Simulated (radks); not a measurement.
Fractional charge and spin in the 5d shell of mercury: the spin-up occupation runs from 4 to 5 and the spin-down occupation from 4 to 5; the fullest corner is Hg+, [Xe] 4f14 6s(up 0.5, down 0.5) 5d(up 5, down 5). Method: scalar-relativistic Kohn-Sham, BLYP, spin-polarised, spherical densities, finite nucleus; Fermi nuclear charge, rms radius of each element as measured or else 0.836 A^(1/3) + 0.57 fm; computed with a radial shooting solver on a logarithmic mesh with Libxc functionals. Energy (eV) minus the two flat planes that join the four corners (they meet along the diagonal where the two added fractions sum to one electron); zero is where a piecewise linear energy would lie.

down \ up,4,4.25,4.5,4.75,5
4,0.000,-1.284,-1.701,-1.268,0.000
4.25,-1.284,-1.659,-1.184,0.123,-1.171
4.5,-1.701,-1.184,0.164,-1.090,-1.548
4.75,-1.268,0.123,-1.090,-1.509,-1.151
5,0.000,-1.171,-1.548,-1.151,0.000

Corners above the fullest one (they belong to Hg2+ and the next ion): (up 5, down 4) 24.784 eV, (up 4, down 5) 24.784 eV, (up 4, down 4) 63.238 eV. With half an added electron in each spin the energy lies 0.164 eV from the planes, and with half an added electron in spin up alone -1.701 eV. The planes are only a guide here: the flat-plane condition holds for ground states with one frontier orbital, while this shell lies below other occupied shells, so the corners above the fullest one are inner-hole states and not the ground states of those ions.
